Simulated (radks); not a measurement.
Problem. Species: Xe+. Configuration: [Kr] 4d9.5 5s2 5p5 6p0.5 (fractional occupations, a model configuration). Calculated with a radial shooting solver on a logarithmic mesh with Libxc functionals: Dirac Kohn-Sham, SOGGA, spin-unpolarised, spherical densities, point nucleus; open shells fill j = l - 1/2 first.

Spin-orbit splittings of the eigenvalues, e(l+1/2) - e(l-1/2), with zeta = 2 splitting/(2l+1) and mean radii in bohr:

| shell | occ. | splitting (eV) | zeta (eV) | <r> j=l-1/2 | <r> j=l+1/2 |
|---|---|---|---|---|---|
| 2p | 6 | ? | ? | 0.09623 | 0.1020 |
| 3p | 6 | 61.63 | 41.08 | 0.2963 | 0.3079 |
| 3d | 10 | 13.03 | 5.212 | 0.2787 | 0.2824 |
| 4p | 6 | 12.42 | 8.283 | 0.7433 | 0.7708 |
| 4d | 9.5 | 2.029 | 0.8117 | 0.8621 | 0.8726 |
| 5p | 5 | 1.539 | 1.026 | 2.045 | 2.130 |
| 5d | 0 | 0.1014 | 0.04057 | 3.561 | 3.617 |
| 6p | 0.5 | 0.1559 | 0.1039 | 5.969 | 6.153 |

Estimate the 2p splitting.

Solution. 324.4 eV (zeta = 216.3 eV).
